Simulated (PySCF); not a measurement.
## Spinor energies of Bi⁷¹⁺ (bismuth, charge +71)

Start: [Ne] 3s2. Calculated with PySCF 2.14 in an even-tempered Gaussian basis (17 s from 9.2 bohr⁻², ratio 2.6; 14 p from 12 bohr⁻², ratio 2.6; 6 d from 12 bohr⁻², ratio 2.8; 4 f from 160 bohr⁻², ratio 2.8): generalised Hartree-Fock with the X2C-1e Hamiltonian and a Gaussian nucleus; spin-orbit coupling (SO) screened by Boettger's factors.

| spinor shell | electrons | ε, screened SO (eV) | weight of nominal j (screened SO) | rms radius, screened SO (bohr) |
| --- | --- | --- | --- | --- |
| 1s1/2 | 2 | -97628.7 | 1.000 | 0.0178 |
| 2s1/2 | 2 | -22747.1 | 1.000 | 0.0707 |
| 2p1/2 | 2 | -22149.3 | 1.000 | 0.0596 |
| 3s1/2 | 2 | -9278.7 | 1.000 | 0.169 |

Question: Where does 2p3/2 lie, and what is the 2p spin-orbit splitting (screened SO)?

Answer: At -19758.5 eV, 2390.8 eV above 2p1/2.

```
   quantity   screened SO
E (hartree)  -15007.58413
        M_J             0
       ⟨J²⟩         0.000
       ⟨L²⟩         0.058
       ⟨S²⟩         0.058
```

Breit and QED terms are absent; they matter most for the inner s and p1/2 levels.

Densities and radii are taken from the X2C orbitals without a picture-change correction, which distorts them close to the nucleus.
